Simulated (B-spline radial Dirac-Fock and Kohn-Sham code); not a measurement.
Dipole and non-dipole photoemission parameters of Nd 4p1/2

System: the Nd atom, configuration 1s2 2s2 2p6 3s2 3p6 3d10 4s2 4p6 4d10 4f4 5s2 5p6 6s2; threshold 243.3 eV (tabulated edge). Model: Dirac-Hartree-Slater photoionisation with a Latter tail; cross sections with all multipoles, angular parameters from the dipole term and its interference with E2. Program: a B-spline atomic structure program.

For linearly polarised light dσ/dΩ = σ/(4π) [1 + β P₂(cos θ) + (δ + γ cos²θ) sin θ cos φ], with θ from the polarisation vector and φ the angle between the beam and the projection of the electron momentum on the plane normal to the polarisation.

```
hν (eV)  σ (kb)       β       γ       δ
    258    93.4  -0.858  -0.015   0.041
    300    90.7  -0.252  -0.115   0.042
    369    87.6   0.463  -0.033   0.067
    497    76.7   1.070   0.246   0.042
    747    53.8   1.461   0.294   0.014
    783    51.1   1.488   0.282   0.012
    800    49.9   1.500   0.275   0.011
   1200    29.5   1.643   0.108   0.001
   1450    22.3   1.674   0.038   0.000
   2000    13.1   1.693  -0.021  -0.002
   2210    11.0   1.692  -0.019  -0.002
   2420    9.31   1.688  -0.009  -0.002
   2480    8.90   1.687  -0.004  -0.002
   2780    7.18   1.679   0.024  -0.002
   3170    5.56   1.666   0.073  -0.001
   4000    3.46   1.634   0.204   0.001
   5040    2.11   1.593   0.383   0.005
 5414.7       ?       ?       ?       ?
   7470   0.856   1.503   0.777   0.020
   8400   0.645   1.472   0.912   0.027
  13300   0.200   1.334   1.492   0.068
```

Question: Give the values at Cr Kα (5414.7 eV).

Answer: σ = 1.80 kb, β = 1.578, γ = 0.447, δ = 0.007.

Values without a named source are computed, but for edge energies of neutral atoms, which are taken from tables.
